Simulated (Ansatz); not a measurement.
Born–Oppenheimer molecular dynamics of C$_{2}$H$_{9}$BFNSi (15 atoms, charge 0, multiplicity 1). It starts from a relaxed structure.

Level of theory: UKS revPBE/STO-3G in Ansatz.

```yaml
ensemble: NVT, Nosé–Hoover chain
time_step: 0.5 fs
steps_asked: 116
set_temperature: 400 K
thermostat: time constant 100 fs, chain length 3 (defaults)
seed: 324046
```

Frames 0.5 fs apart, positions in Å.

Velocities at 0.0 fs (Å/ps):

```
C -0.71 -1.17 -2.90
C -5.17 -2.99 -0.05
Si 0.73 -6.51 0.09
B 0.84 12.15 0.70
N -0.15 1.45 -3.62
F -0.62 1.27 0.72
H 6.15 20.45 -2.47
H -17.13 18.55 22.94
H 14.67 37.98 17.49
H -7.97 7.46 -11.55
H 24.31 14.14 -0.80
H 53.48 -20.41 -10.50
H -5.60 -5.08 19.67
H -9.84 -4.34 22.52
H -3.57 -12.26 4.36
```

```xyz
15
Properties=species:S:1:pos:R:3 time_fs=0.0 energy_less_start_eV=0.000 T=400
C -0.392 0.339 1.550
C 0.551 0.335 0.291
Si 1.185 -1.426 -0.069
B -0.121 0.982 -1.028
N -1.442 0.629 -1.430
F 0.568 1.850 -1.788
H -0.737 1.366 1.790
H -1.294 -0.287 1.391
H 0.128 -0.055 2.449
H 1.444 0.943 0.552
H 1.908 -1.967 1.078
H 0.072 -2.320 -0.364
H 2.086 -1.425 -1.216
H -1.922 1.017 -2.275
H -2.056 -0.031 -0.901
15
Properties=species:S:1:pos:R:3 time_fs=0.5 energy_less_start_eV=0.013 T=392
C -0.392 0.338 1.549
C 0.548 0.334 0.291
Si 1.186 -1.429 -0.069
B -0.120 0.988 -1.027
N -1.442 0.630 -1.432
F 0.568 1.851 -1.788
H -0.734 1.376 1.789
H -1.303 -0.277 1.402
H 0.135 -0.036 2.458
H 1.440 0.947 0.546
H 1.921 -1.960 1.077
H 0.098 -2.330 -0.369
H 2.083 -1.427 -1.207
H -1.927 1.014 -2.264
H -2.058 -0.037 -0.899
15
Properties=species:S:1:pos:R:3 time_fs=1.0 energy_less_start_eV=0.049 T=371
C -0.392 0.338 1.547
C 0.545 0.332 0.291
Si 1.186 -1.432 -0.069
B -0.120 0.994 -1.027
N -1.442 0.630 -1.433
F 0.568 1.851 -1.788
H -0.731 1.385 1.787
H -1.311 -0.268 1.414
H 0.142 -0.017 2.466
H 1.436 0.950 0.541
H 1.933 -1.953 1.077
H 0.124 -2.341 -0.374
H 2.080 -1.430 -1.197
H -1.932 1.013 -2.254
H -2.059 -0.043 -0.897
15
Properties=species:S:1:pos:R:3 time_fs=1.5 energy_less_start_eV=0.098 T=343
C -0.393 0.337 1.546
C 0.543 0.331 0.291
Si 1.186 -1.435 -0.069
B -0.120 1.000 -1.026
N -1.442 0.631 -1.435
F 0.567 1.852 -1.787
H -0.727 1.394 1.785
H -1.320 -0.260 1.425
H 0.149 0.001 2.474
H 1.433 0.954 0.535
H 1.944 -1.946 1.076
H 0.149 -2.353 -0.380
H 2.079 -1.432 -1.189
H -1.938 1.012 -2.245
H -2.059 -0.047 -0.896
15
Properties=species:S:1:pos:R:3 time_fs=2.0 energy_less_start_eV=0.148 T=313
C -0.393 0.337 1.545
C 0.540 0.329 0.291
Si 1.187 -1.439 -0.069
B -0.119 1.006 -1.026
N -1.442 0.631 -1.436
F 0.567 1.853 -1.787
H -0.723 1.400 1.782
H -1.328 -0.251 1.436
H 0.155 0.020 2.480
H 1.429 0.957 0.530
H 1.956 -1.939 1.075
H 0.172 -2.366 -0.386
H 2.078 -1.435 -1.182
H -1.946 1.012 -2.239
H -2.058 -0.051 -0.896
15
Properties=species:S:1:pos:R:3 time_fs=2.5 energy_less_start_eV=0.189 T=289
C -0.394 0.337 1.544
C 0.538 0.328 0.291
Si 1.187 -1.442 -0.068
B -0.119 1.011 -1.026
N -1.442 0.632 -1.437
F 0.567 1.854 -1.787
H -0.719 1.405 1.779
H -1.335 -0.243 1.448
H 0.160 0.037 2.485
H 1.425 0.959 0.525
H 1.967 -1.932 1.075
H 0.192 -2.381 -0.392
H 2.079 -1.437 -1.176
H -1.955 1.014 -2.235
H -2.055 -0.052 -0.897
15
Properties=species:S:1:pos:R:3 time_fs=3.0 energy_less_start_eV=0.217 T=273
C -0.394 0.338 1.544
C 0.535 0.326 0.290
Si 1.188 -1.445 -0.068
B -0.120 1.016 -1.025
N -1.442 0.632 -1.438
F 0.567 1.855 -1.786
H -0.714 1.408 1.775
H -1.342 -0.236 1.459
H 0.163 0.054 2.488
H 1.421 0.961 0.521
H 1.977 -1.925 1.073
H 0.209 -2.397 -0.398
H 2.081 -1.438 -1.172
H -1.964 1.017 -2.234
H -2.051 -0.053 -0.898
15
Properties=species:S:1:pos:R:3 time_fs=3.5 energy_less_start_eV=0.231 T=264
C -0.394 0.339 1.544
C 0.532 0.325 0.290
Si 1.189 -1.447 -0.068
B -0.120 1.021 -1.024
N -1.442 0.632 -1.438
F 0.567 1.855 -1.786
H -0.709 1.408 1.769
H -1.348 -0.230 1.470
H 0.166 0.071 2.489
H 1.417 0.962 0.517
H 1.987 -1.917 1.072
H 0.223 -2.416 -0.405
H 2.084 -1.439 -1.171
H -1.975 1.021 -2.235
H -2.046 -0.052 -0.900
15
Properties=species:S:1:pos:R:3 time_fs=4.0 energy_less_start_eV=0.238 T=259
C -0.395 0.340 1.544
C 0.530 0.323 0.289
Si 1.190 -1.450 -0.067
B -0.121 1.026 -1.024
N -1.442 0.631 -1.439
F 0.567 1.857 -1.786
H -0.704 1.407 1.763
H -1.353 -0.224 1.480
H 0.168 0.086 2.489
H 1.414 0.963 0.514
H 1.996 -1.910 1.071
H 0.235 -2.437 -0.412
H 2.089 -1.440 -1.171
H -1.986 1.026 -2.237
H -2.039 -0.050 -0.903
15
Properties=species:S:1:pos:R:3 time_fs=4.5 energy_less_start_eV=0.245 T=255
C -0.395 0.342 1.544
C 0.527 0.321 0.288
Si 1.190 -1.453 -0.066
B -0.122 1.030 -1.023
N -1.442 0.631 -1.439
F 0.567 1.858 -1.786
H -0.698 1.405 1.756
H -1.357 -0.219 1.490
H 0.168 0.100 2.487
H 1.411 0.963 0.512
H 2.005 -1.903 1.069
H 0.244 -2.458 -0.418
H 2.096 -1.440 -1.173
H -1.997 1.032 -2.240
H -2.032 -0.047 -0.906
15
Properties=species:S:1:pos:R:3 time_fs=5.0 energy_less_start_eV=0.257 T=248
C -0.395 0.344 1.545
C 0.525 0.320 0.288
Si 1.191 -1.456 -0.066
B -0.123 1.034 -1.022
N -1.442 0.631 -1.440
F 0.567 1.859 -1.786
H -0.693 1.401 1.748
H -1.360 -0.215 1.501
H 0.168 0.112 2.484
H 1.408 0.961 0.510
H 2.012 -1.896 1.067
H 0.251 -2.482 -0.425
H 2.103 -1.440 -1.176
H -2.007 1.037 -2.242
H -2.024 -0.045 -0.908
15
Properties=species:S:1:pos:R:3 time_fs=5.5 energy_less_start_eV=0.275 T=237
C -0.396 0.346 1.545
C 0.522 0.318 0.287
Si 1.192 -1.458 -0.065
B -0.125 1.038 -1.021
N -1.441 0.631 -1.440
F 0.567 1.860 -1.786
H -0.688 1.398 1.739
H -1.361 -0.211 1.510
H 0.168 0.122 2.480
H 1.405 0.959 0.509
H 2.019 -1.889 1.065
H 0.256 -2.505 -0.431
H 2.112 -1.440 -1.181
H -2.016 1.042 -2.244
H -2.017 -0.043 -0.910
```

Of the whole run (58 fs, mean temperature of the second half 204 K): The conserved energy stayed within 0.2 meV per atom of its start (net change 0.08 meV per atom), so the integration is sound. The mean temperature of the second half is 49 % below the set value. A run of 0.058 ps of so small a system gives no equilibrium averages. Limits of this set-up: minimal basis.

The run took 8.5 min on 1 thread of Arm Neoverse V2 (shared host), peak memory 0.13 GiB.
